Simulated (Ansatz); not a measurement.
`O[SiH](O)N[SiH](Cl)Cl` → `[NH][SiH](Cl)Cl`• + `O[SiH]O`•  (homolysis of the N–Si bond)

Program: Ansatz. Geometries: PBE0-D4/def2-TZVP. ΔE: electronic, gas phase. CBS: MP2 limit from def2 TZ/QZ plus the TZ coupled-cluster correction, frozen cores. DFT in def2-TZVPP. B3LYP here is the variant with VWN-RPA as its local correlation; programs differ in this. No spin–orbit coupling; open shells (•) take unrestricted orbitals. One conformer a species, not always the lowest.

`O[SiH](O)N[SiH](Cl)Cl`:

Cartesian coordinates in Å:
```
O 0.472 -2.333 -0.820
Si -0.018 -1.147 0.190
O 1.001 -1.189 1.472
N 0.067 0.285 -0.768
Si -0.554 1.828 -0.445
Cl 0.831 3.258 -0.909
Cl -0.996 1.896 1.560
H 0.906 -3.086 -0.418
H -1.409 -1.309 0.665
H 0.812 -0.606 2.209
H 0.675 0.208 -1.574
H -1.787 2.195 -1.162
```

`[NH][SiH](Cl)Cl`•:

```xyz
6

N    -1.262   -0.651    0.038
Si    0.391   -0.126    0.062
Cl    0.891    0.593   -1.784
Cl    0.614    1.327    1.479
H    -1.921    0.099   -0.184
H     1.288   -1.242    0.389
```

`O[SiH]O`•:

Cartesian coordinates in Å:
```
O -0.323 -0.580 -1.098
Si -0.072 -0.284 0.509
O 0.344 1.295 0.662
H -0.857 -1.343 -1.323
H 1.114 -1.028 1.038
H -0.206 1.940 0.212
```

```csv
level,ΔE (kJ/mol)
r2SCAN-D4,494.1
B3LYP-D4,502.0
ωB97X-V,523.4
PBE,479.7
MP2/def2-TZVPP,549.4
HF/def2-QZVPP,405.0
MP2/CBS(def2),561.9
CCSD/CBS(def2),525.9
```

**Question.** What does CCSD(T)/CBS give? (Best estimate.)

**Answer.** Ansatz gave: +534.2 kJ/mol. The listed levels differ from it by -40.1, -32.2, -10.8, -54.5, 15.2, -129.2, 27.7, -8.3 kJ/mol.

Largest T1 diagnostic among the species: 0.015.

In def2-TZVPP, CCSD(T) changes the Hartree–Fock value by +116.2 kJ/mol (the triples alone add +8.3 kJ/mol) and MP2 by +143.9 kJ/mol; breaking electron pairs costs correlation energy, which Hartree–Fock lacks. The D4 term adds +23.0 kJ/mol with B3LYP and +13.0 kJ/mol with PBE0; it sums over pairs of atoms, weighted by their polarisabilities, and B3LYP, whose exchange is more repulsive, gets the larger term.
